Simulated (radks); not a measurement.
The numbers below are computed, except where a source is named.
Tc III, configuration [Kr] 4d5. Level of theory: scalar-relativistic Kohn-Sham, SOGGA, spin-polarised, spherical densities, finite nucleus; open shells are filled with parallel spins first (spin-orbit coupling, left out, can overturn this in heavy ions); Fermi nuclear charge, rms radius 4.4112 fm (a radial shooting solver on a logarithmic mesh with Libxc functionals).

Local quantities along the radius. ELF = 1/(1 + alpha^2) is the electron localisation function; alpha = (tau - tau_W)/tau_unif compares the Pauli kinetic energy density with that of the uniform gas (summed over spins); r v_xc is r times the local exchange-correlation potential of spin up (hartree bohr); 4 pi r^2 rho is in e/bohr. tau is taken from the large components.

r (bohr)    ELF    alpha    r v_xc  4 pi r^2 rho
0.001343  1.000  0.02173  -0.07915         1.533
0.001763  1.000  0.02189  -0.09294         2.479
0.002295  0.999  0.02258   -0.1106         3.909
0.003012  0.999  0.02400   -0.1341         6.159
0.003954  0.999  0.02642   -0.1635         9.520
0.005149  0.999  0.03021   -0.1984         14.18
0.006758  0.999  0.03651   -0.2413         20.70
0.008871  0.998  0.04711   -0.2909         28.95
0.01155   0.996  0.06528   -0.3438         38.02
0.01516   0.990   0.1011   -0.4000         46.96
0.0199    0.970   0.1768   -0.4524         53.11
0.02591   0.894   0.3440   -0.4927         54.32
0.03401   0.651   0.7320   -0.5192         50.75
0.04464   0.360    1.333   -0.5377         46.58
0.05813   0.331    1.422   -0.5879         48.41
0.07631   0.559   0.8882   -0.7104         58.34
0.1002    0.754   0.5719   -0.8309         67.35
0.1304    0.721   0.6226   -0.8837         63.09
0.1712    0.409    1.201   -0.8636         48.50
0.2247    0.313    1.480   -0.9012         43.19
0.2926    0.622   0.7791    -1.086         50.56
0.384     0.778   0.5349    -1.188         48.77
0.5041    0.609   0.8014    -1.087         29.74
0.6617    0.198    2.016   -0.8872         14.50
0.8616    0.449    1.109    -1.042         12.53
1.131     0.778   0.5348    -1.190         12.11
1.484     0.699   0.6560    -1.165         7.624
1.933     0.455    1.095   -0.9967         3.305
2.537     0.193    2.045   -0.7248         1.019
3.33      0.046    4.561   -0.4874        0.2191
4.336     0.005    14.13   -0.3897       0.02959
5.692     0.000    80.18   -0.1732      0.001646

On this mesh the ELF has minima near r = 0.051, 0.20, 0.66 bohr, which separate the shells, and maxima near 0.11 (0.77), 0.38 (0.78), 1.1 (0.78).
